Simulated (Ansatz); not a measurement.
Basis sets compared for H6Au3 (the lowest doublet isomer of a short search). Total charge 0; doublet. Geometry PBE0-D4/def2-SVP. Ansatz on 4 threads of Arm Neoverse V2 on a shared host; times are rough, and most runs start from earlier orbitals.

```xyz
9

Au   -1.510    0.171   -0.557
Au    0.330    1.905    0.353
Au   -0.444   -2.362   -0.450
H     0.495   -3.635   -0.238
H     1.789    2.686    1.031
H    -1.264    1.906   -0.260
H     0.630   -1.183    0.092
H     2.005    1.880    0.972
H    -2.032   -1.369   -0.941
```

In the def2 sets Au takes a core potential; there is no spin–orbit coupling. In the doublet, H5 and H8 lie 0.84 Å apart (atoms count from 1), so H2 has formed as a molecule. No other spin state of charge 0 was run. Another isomer (doublet) lies 0.24 eV lower at r2SCAN-D4/def2-TZVP; other spin states weren't run for this one.

Binding counts from free atoms (Au doublet, H doublet) in the same basis, without a counterpoise term.

```json
{"level": "PBE-D4/def2-SVP", "functions": "126", "energy (Eh)": "-410.8585", "HOMO (eV)": "-4.28", "LUMO (eV)": "-3.59", "binding per atom (eV)": "1.95", "wall time": "2.3 s"}
{"level": "PBE-D4/def2-TZVP (with forces)", "functions": "156", "energy (Eh)": "-410.8974", "HOMO (eV)": "-4.35", "LUMO (eV)": "-3.66", "binding per atom (eV)": "2.00", "wall time": "3.4 s"}
{"level": "r2SCAN-D4/def2-TZVP", "functions": "156", "energy (Eh)": "-410.9574", "HOMO (eV)": "-4.55", "LUMO (eV)": "-3.40", "binding per atom (eV)": "2.06", "wall time": "6.5 s"}
{"level": "PBE0-D4/def2-SVP", "functions": "126", "energy (Eh)": "-410.7142", "HOMO (eV)": "-5.09", "LUMO (eV)": "-2.79", "binding per atom (eV)": "1.88", "wall time": "3.3 s"}
{"level": "PBE0-D4/def2-TZVP", "functions": "156", "energy (Eh)": "-410.7523", "HOMO (eV)": "-5.13", "LUMO (eV)": "-2.84", "binding per atom (eV)": "1.93", "wall time": "4.5 s"}
```

Task: Estimate the rows for PBE-D4/def2-TZVPD, r2SCAN-D4/def2-TZVPD, PBE0-D4/def2-TZVPD.

Result: 
| level | functions | energy (Eh) | HOMO (eV) | LUMO (eV) | binding per atom (eV) | wall time |
| --- | --- | --- | --- | --- | --- | --- |
| PBE-D4/def2-TZVPD | 183 | -410.9022 | -4.35 | -3.69 | 2.02 | 3.7 s |
| r2SCAN-D4/def2-TZVPD | 183 | -410.9623 | -4.56 | -3.42 | 2.07 | 8.5 s |
| PBE0-D4/def2-TZVPD | 183 | -410.7574 | -5.14 | -2.85 | 1.95 | 6 s |
